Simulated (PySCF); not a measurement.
## Core-level binding energies of `C[C@@H]1C[P@@]1(C)=[Se]`

Species: C4H9PSe.
Numbering: `[CH3:1][C@@H:2]1[CH2:3][P@@:4]1([CH3:5])=[Se:6]`

Computed with delta-SCF UKS SCAN, pcX-2 on the ionised atom, pcseg-1 elsewhere, spin-free X2C (PySCF 2.14.0). Each binding energy is the total energy of the core-ionised species, with the hole localised on one atom, minus that of the ground state; both are solved self-consistently, so orbital relaxation is included.

Task: What binding energy does each computed site have?

Result: 
```csv
atom(s),bonded to,level,binding energy (eV),2p1/2 (eV),above the level's lowest (eV),count
P4,Se (double bond) and 3 C,P 2p3/2,137.39,138.27,0.00,1
C3,"C, 2 H and P",C 1s,290.57,–,0.00,1
C2,"2 C, H and P",C 1s,290.74,–,+0.17,1
C5,3 H and P,C 1s,291.08,–,+0.51,1
C1,C and 3 H,C 1s,291.11,–,+0.54,1
P4,Se (double bond) and 3 C,P 1s,2151.13,–,0.00,1
```

The listed C 1s values span 0.54 eV, from C3 (bonded to C, 2 H and P) to C1 (bonded to C and 3 H). The values 291.08 and 291.11 eV lie too close for their order to be trusted.

Task: Which photon wavelength matches the C 1s of C5 threshold?

Result: λ = hc/E = 12398.42 eV Å / 291.08 eV = 42.595 Å.

2p3/2 and 2p1/2 are the ΔSCF energy of one spin-free 2p hole plus the eigenvalues of a spin–orbit and ligand-field matrix of the shell. 2p1/2 minus 2p3/2 (ligand field included): P 0.89 eV. No level of selenium is listed. Geometry: PBE0-D3(BJ)/def2-SVP; no solvent, vibrations or thermal averaging.
